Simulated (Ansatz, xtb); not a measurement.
## Two conformers of GeH4S2

Structure I is `[SH][GeH2][SH]`, a singlet and structure II is `[SH][GeH2][SH]`, a singlet. Both are isolated molecules in the gas phase, relaxed with PBE0-D4/def2-SVP.

I (Å):

```xyz
7

Ge    0.0760    0.5809    0.2657
S    -1.9974   -0.1061   -0.1709
S     1.4418   -1.0279    0.9787
H    -1.6634   -0.7159   -1.3290
H     0.6719    1.2362   -0.9915
H    -0.0573    1.5522    1.4433
H     1.5896   -1.5874   -0.2419
```

II (Å):

```xyz
7

Ge   -1.1706   -0.2823    0.2683
S    -0.0480   -0.7124    2.1417
S     0.3540   -0.2288   -1.3528
H    -0.9844   -1.5644    2.6129
H    -1.8634    1.0915    0.3059
H    -2.1961   -1.4117    0.0658
H    -0.1881    0.8561   -1.9476
```

**Question.** Estimate E(II) − E(I) at the level CCSD(T)/def2-TZVP.

**Answer.** Calculated at CCSD(T)/def2-TZVP: E(II) − E(I) = +1.02 kcal/mol, so structure I lies lower.

The same difference at several levels:

```
            level          geometry  E(II) − E(I) (kcal/mol)  departure from the last row (kcal/mol)  job, with rough time for the two
 PBE0-D4/def2-SVP  PBE0-D4/def2-SVP                     +1.33                                   +0.31                optimisation, 91 s
     HF/def2-TZVP  PBE0-D4/def2-SVP                     +0.83                                   −0.19           part of the CCSD(T) run
    MP2/def2-TZVP  PBE0-D4/def2-SVP                     +1.04                                   +0.01           part of the CCSD(T) run
CCSD(T)/def2-TZVP  PBE0-D4/def2-SVP                     +1.02                                                        single point, 48 s
```

None of the levels shown reverses the order. The largest departure from CCSD(T)/def2-TZVP is that of PBE0-D4/def2-SVP, 0.31 kcal/mol. A small imaginary or near-zero mode remains, so no thermal terms are given. Levels run at GFN2-xTB geometries aren't shown.

The correlated steps freeze 19 core orbitals; the filled d shell of Ge is correlated, in a basis made for valence electrons. Programs: Ansatz 0.2.0; the last row on 2 threads of Arm Neoverse V2 on a shared host.
